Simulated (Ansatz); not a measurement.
Geometry optimisation, Ansatz, RKS PBE/def2-SVP.

input.yaml

```yaml
crystal:
  periodic: [false, false, false]
  atoms:
    - { symbol: W, position_ang: [-0.22956, -0.006982, 0.023284] }
    - { symbol: F, position_ang: [0.109847, -0.026996, 1.842532] }
    - { symbol: H, position_ang: [1.475035, 0.005131, 0.190202] }
    - { symbol: H, position_ang: [0.738557, 1.370876, 0.025437] }
    - { symbol: Cl, position_ang: [-2.551441, 0.038532, 0.388791] }
    - { symbol: H, position_ang: [0.776742, -1.359483, 0.020388] }
    - { symbol: Cl, position_ang: [-0.049579, -0.021077, -2.221135] }
basis:
  gaussian: { orbitals: def2-SVP }
hamiltonian:
  xc: pbe
relax:
  f_tol: 0.03
  max_steps: 50
```

Launched with:

```bash
$ ansatz run input.yaml --threads 2 --pin off --max-ram 3072MiB --backend cpu --events-out ev --progress --plain --runs-dir out
```

Question: Where does it end, and by what steps?

Answer: It converged. After 5 steps the energy has fallen by 0.080 eV; H3 moved furthest, 0.17 Å.

```
step  energy less start (eV)  largest force component (eV/Å)  accepted
   0                  0.0000                           0.582       yes
   1                 -0.0402                           0.382       yes
   2                 -0.0745                           0.331       yes
   3                 -0.0779                           0.197       yes
   4                 -0.0797                           0.043       yes
   5                 -0.0801                           0.021       yes
```

```xyz
7
Properties=species:S:1:pos:R:3
W -0.209 -0.005 0.086
F 0.050 -0.030 1.921
H 1.522 0.001 0.030
H 0.755 1.375 0.054
Cl -2.550 0.039 0.302
H 0.798 -1.357 0.046
Cl -0.096 -0.023 -2.170
```

Whether the end is a true minimum wasn't checked by a vibrational analysis.

Run time: 6.9 s on 2 threads of AMD EPYC 9R45 96-Core Processor (Zen 5), on a shared host, peak memory 0.16 GiB.
